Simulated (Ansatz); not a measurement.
Reactions of `C#[C][Sn]([F])([F])[Cl]`.

Computed with Ansatz on PBE0-D4/def2-TZVP structures; ΔE is electronic, products minus reactants. CBS: MP2 limit from def2 TZ/QZ plus the TZ coupled-cluster correction, frozen cores. This one scheme is used for every species. Elements past krypton have def2 core potentials. For Br, Sn outer-core shells are correlated without core-valence functions, which leaves a few kJ/mol of doubt a bond. Scalar relativity is left out up to krypton. One conformer a species, not always the lowest.

**Question.** Order these by ΔE at CCSD(T)/CBS, lowest first. (Best estimate.)
A. `C#[C][Sn]([F])([F])[Cl]` + H–F → `[F][Sn]([F])([F])[Cl]` + acetylene
B. `C#[C][Sn]([F])([F])[Cl]` + HCl → `[F][Sn]([F])([Cl])[Cl]` + acetylene
C. `C#[C][Sn]([F])([F])[Cl]` + `C[O][SnH2][Br]` → `[F][Sn]([F])([Cl])[Br]` + `C#[C][SnH2][O]C`
D. `C#[C][Sn]([F])([F])[Cl]` + `[CH3][Al]([CH3])[NH2]` → `[NH2][Sn]([F])([F])[Cl]` + `C#[C][Al]([CH3])[CH3]`
E. `C#[C][Sn]([F])([F])[Cl]` + HBr → `[F][Sn]([F])([Cl])[Br]` + acetylene
F. `C#[C][Sn]([F])([F])[Cl]` → `[F][Sn][Cl]` + `C#CF`
G. `C#[C][Sn]([F])([F])[Cl]` + CH₄ → `[CH3][Sn]([F])([F])[Cl]` + acetylene
H. `C#[C][Sn]([F])([F])[Cl]` + H₂ → `C#[C][SnH]([F])[Cl]` + H–F

**Answer.** E (-79.1 kJ/mol), B (-61.0 kJ/mol), A (-18.6 kJ/mol), G (+5.7 kJ/mol), C (+15.8 kJ/mol), H (+25.4 kJ/mol), D (+34.8 kJ/mol), F (+160.2 kJ/mol).

Largest T1 diagnostic: 0.016, for `[F][Sn][Cl]`.
